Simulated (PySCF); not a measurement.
Compound: GaH4 (charge -1).
SMILES: `[GaH4-]`

Level of theory: PBE0-D3(BJ)/def2-TZVP geometry optimisation, gas phase in PySCF 2.14.0.

Masses are those of the commonest isotopes; rigid-rotor values at the optimised geometry. 

Q: What are A, B and C (GHz)?

A: Ia = 7.09, Ib = 7.10, Ic = 7.10 u·Å²; 505379 MHz·u·Å²/I gives 71274, 71206 and 71200 MHz, that is A = 71.274, B = 71.206, C = 71.200 GHz.

Q: What kind of rotor is it?

A: A spherical top, as the point group Td requires three equal moments; the computed ones differ by 0.10 % because the geometry is symmetric only within the optimiser's tolerance.

The point group Td allows no dipole (computed: 0.00 D (about the centre of mass, as the species is charged)), so a rigid rotor has no electric-dipole lines.

Not checked by PBE0-D3(BJ)/def2-TZVP frequencies. Isolated species at its PBE0-D3(BJ)/def2-TZVP geometry, gas phase. These are rigid-rotor constants of the computed structure; measured ground-state constants (B0) also hold zero-point vibration.

Hardware: one thread, Intel Xeon at 2.30 GHz (x86_64), shared host with 24 logical CPUs at a one-minute load of 13. Cost: 6.7 s of wall time, 0.35 GiB resident at most. This is the geometry optimisation.
